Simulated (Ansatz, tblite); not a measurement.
Removing and adding an electron: the cluster Cd₂O₃H₂. Charge 0, multiplicity 1. Geometry: r2SCAN-D4/def2-SVP. Ansatz, gas phase; energy differences of separate SCF runs; the oxidised species was run as a doublet alone; the reduced species was run as a doublet alone.

| atom | x (Å) | y (Å) | z (Å) |
| --- | --- | --- | --- |
| Cd1 | 0.862 | 0.959 | 1.188 |
| Cd2 | -1.083 | 0.039 | -1.386 |
| O3 | -0.553 | 1.405 | -0.088 |
| O4 | -1.618 | -1.187 | -2.824 |
| O5 | 2.358 | 0.680 | 2.431 |
| H6 | 2.100 | 0.064 | 3.132 |
| H7 | -2.068 | -1.961 | -2.454 |

In the def2 sets Cd takes a core potential; there is no spin–orbit coupling. The xTB rows come from tblite. Correlated methods freeze 3 core orbitals; core or outer-core shells of Cd are correlated, in sets that lack core-valence functions. The rows differ in basis, and correlated rows in double-zeta sets carry the largest basis error. The structure comes from a short search, and lower isomers may exist.

| level | −HOMO (eV) | vertical IE (eV) | −LUMO (eV) | vertical EA (eV) | HOMO–LUMO gap (eV) | IE − EA (eV) | remarks |
| --- | --- | --- | --- | --- | --- | --- | --- |
| GFN2-xTB | 11.66 | 14.80 | 8.65 | 5.47 | 3.01 | 9.32 | – |
| PBE-D4/def2-TZVPD | 6.37 | – | 2.94 | 0.81 | 3.42 | – | HOMO above zero (-1 doublet) |
| r2SCAN-D4/def2-TZVP | 6.54 | 9.09 | 2.65 | – | 3.89 | – | – |
| r2SCAN-D4/def2-TZVPD | 6.62 | – | 2.70 | 0.70 | 3.91 | – | HOMO above zero (-1 doublet) |
| MP2/def2-SVP | – | 9.64 | – | – | – | – | – |
| CCSD/def2-SVP | – | 9.12 | – | – | – | – | large T1 (0.020) (singlet) |

(1) Estimate the rows for GFN1-xTB, HF/def2-SVP, PBE-D4/def2-TZVP, PBE0-D4/def2-TZVP, PBE0-D4/def2-TZVPD, CCSD(T)/def2-SVP.

Answers

(1) 
```
             level  −HOMO (eV)  vertical IE (eV)  −LUMO (eV)  vertical EA (eV)  HOMO–LUMO gap (eV)  IE − EA (eV)                       remarks
          GFN1-xTB       11.49             14.29        8.02              5.62                3.47          8.67                             –
       HF/def2-SVP           –              7.61           –                 –                   –             –                             –
  PBE-D4/def2-TZVP        6.26              8.94        2.86                 –                3.40             –                             –
 PBE0-D4/def2-TZVP        7.77              9.51        2.00                 –                5.77             –                             –
PBE0-D4/def2-TZVPD        7.85                 –        2.09              0.64                5.76             –  HOMO above zero (-1 doublet)
  CCSD(T)/def2-SVP           –              9.22           –                 –                   –             –    large T1 (0.020) (singlet)
```

Relaxing the oxidised species (r2SCAN-D4/def2-SVP) changes its energy by -0.25 eV at PBE-D4/def2-TZVP, so the adiabatic ionisation energy to this nearest minimum is 8.69 eV. At PBE0-D4/def2-TZVP it is 9.12 eV.     A HOMO above zero means that the electron is unbound at that level or that self-interaction error raises the level; the energy of removing that electron tells which. Raw xTB energy differences between charge states are shifted by several eV; the methods need an empirical correction for them.
